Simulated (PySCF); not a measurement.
Species: H9NSi3.
Z-matrix (Å and degrees, GFN2-xTB geometry), rows numbered from 1:
```
Si
N   1  1.7306
Si  2  1.7403  1  129.67
Si  3  2.3005  2  109.83  1    48.07
H   1  1.4631  2  105.73  3  -169.74
H   1  1.4619  2  106.52  3   -49.61
H   1  1.4687  2  112.19  3    70.48
H   2  1.0076  1  113.54  3  -158.64
H   3  1.4774  2  109.39  1   -76.57
H   3  1.4716  2  103.38  1   171.23
H   4  1.4687  3  110.30  2   167.02
H   4  1.4667  3  114.84  2    47.99
H   4  1.4677  3  113.67  2   -74.37
```

Level of theory: TDDFT CAM-B3LYP/def2-SVPD, vertical, gas phase, core orbitals frozen in the response in PySCF 2.14.0, density-fitted response routines.

Computed states:

```csv
state,E (eV),f
S1,5.74,0.0016
S2,6.72,0.014
S3,7.09,0.020
S4,7.28,0.028
S5,7.39,0.055
S6,7.47,0.012
S7,7.60,0.012
S8,7.78,0.0021
```

Each state is given a Gaussian of 0.3 eV full width at half maximum, with ε(max) = 2.175×10⁸ f / Δν̃ (Δν̃ the width in cm⁻¹). The width is an assumption, not a result. The curve ends short of the highest state used, and states not computed would add to its high-energy end.

(1) Give the broadened spectrum and its maxima.

(2) On this curve, what absorbance would a 10⁻⁵ mol/L sample give at 193 nm over a 1 cm path?

(3) Does any computed singlet lie in the visible range?

(4) Coming from long wavelengths, where does ε first pass 100 L mol⁻¹ cm⁻¹?

## Answers

(1) 
```tsv
λ (nm)	ε (L mol⁻¹ cm⁻¹)
172.7	4600
175.4	2671
178.0	1448
180.7	1034
183.4	1240
186.1	1130
188.8	610
191.4	207
194.1	42
196.8	6
199.5	1
202.1	1
204.8	7
207.5	27
210.2	68
212.9	118
215.5	144
218.2	129
220.9	86
223.6	44
226.2	18
228.9	5
231.6	1
234.3	0
```

Maxima: 216 nm (5.74 eV), ε about 140, made up of S1 (100%); 184 nm (6.73 eV), ε about 1300, made up of S2 (97%) (ε in L mol⁻¹ cm⁻¹; maxima over ε = 5, shares over 10%). At its high-energy end, 7.18 eV, the curve is still rising (ε about 4600, from S3, S4 and S5).

(2) 193 nm is 6.424 eV, where ε is about 85 L mol⁻¹ cm⁻¹, so A = ε c l ≈ 0.00085 (Beer–Lambert, with the gas-phase spectrum and the assumed width).

(3) No computed singlet lies in the visible range (380 to 750 nm); the lowest, at 216 nm, stands 2.48 eV above its violet end (3.26 eV).

(4) At about 220 nm (5.63 eV), 0.11 eV below S1.

Hardware: one thread, x86-64 server (shared host). Cost: 23 s.

One conformer stands for the species.
